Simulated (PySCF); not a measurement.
SMILES FC([C](C(F)(F)F)F)(F)F, doublet (PBE0/def2-SVP optimised geometry):

```
10

F     -0.606     1.711     0.000
C     -0.005     0.548     0.000
C      1.494     0.548     0.000
F      1.943     1.701     0.478
F      1.957    -0.446     0.756
F      1.995     0.389    -1.226
C     -0.878    -0.667     0.059
F     -1.995    -0.455    -0.627
F     -1.225    -0.978     1.310
F     -0.239    -1.711    -0.459
```

Level of theory: unrestricted PBE0/def2-TZVP run with PySCF.

Q: What are the frontier orbital energies (α orbitals alone; a β orbital can be the lowest empty one) and the dipole moment?

A: HOMO-2 -12.46 eV, HOMO-1 -11.47 eV, HOMO -8.06 eV, LUMO 0.84 eV, LUMO+1 2.34 eV; dipole moment 0.46 D.

On the same geometry unrestricted PBE/def2-TZVP (PySCF 2.14.0) gives HOMO-2 -10.18 eV, HOMO-1 -9.52 eV, HOMO -6.28 eV, LUMO -0.32 eV, LUMO+1 1.36 eV; dipole moment 0.48 D.

Meta-Löwdin charges at PBE0/def2-TZVP: F1 -0.19, C2 0.19, C3 0.77, F4 -0.25, F5 -0.26, F6 -0.26, C7 0.77, F8 -0.25, F9 -0.26, F10 -0.26.
